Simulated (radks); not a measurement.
The numbers below are computed, except where a source is named.
All-electron atom: Ar+ in [Ne] 3s2 3p5. Level of theory: non-relativistic Kohn-Sham, PBE, spin-unpolarised, spherical densities, point nucleus; hard spherical wall at 3 bohr (a radial shooting solver on a logarithmic mesh with Libxc functionals).

Unscreened Slater integrals over Kohn-Sham orbitals (hartree). Empty in this configuration: 3d.

integral      value
F0(3p,3p)   0.64206
F2(3p,3p)   0.33619
F0(3p,3s)   0.65904
G1(3p,3s)   0.44860
F0(3p,2p)   0.85514
F2(3p,2p)   0.15496
G0(3p,2p)  0.061698
G2(3p,2p)  0.062262
F0(3p,2s)   0.84314
G1(3p,2s)  0.047199
F0(3p,3d)   0.61980
F2(3p,3d)   0.32272
G1(3p,3d)   0.40360
G3(3p,3d)   0.25255
F0(3s,3s)   0.67811
F0(3s,2p)   0.89236
G1(3s,2p)  0.067805
F0(3s,2s)   0.88290
G0(3s,2s)  0.054345
F0(3s,3d)   0.63528
G2(3s,3d)   0.31371
F0(2p,2p)    2.4247
F2(2p,2p)    1.1285
F0(2p,2s)    2.2736
G1(2p,2s)    1.3379
F0(2p,3d)   0.77768
F2(2p,3d)   0.12475
G1(2p,3d)  0.077479
G3(2p,3d)  0.043536
F0(2s,2s)    2.1738
F0(2s,3d)   0.77638
G2(2s,3d)  0.065785
F0(3d,3d)   0.60238
F2(3d,3d)   0.31637
F4(3d,3d)   0.20670

Derived for the open shells (J is the average intra-shell exchange parameter used in DFT+U). 3p: J = F2/5 = 0.06724 hartree.
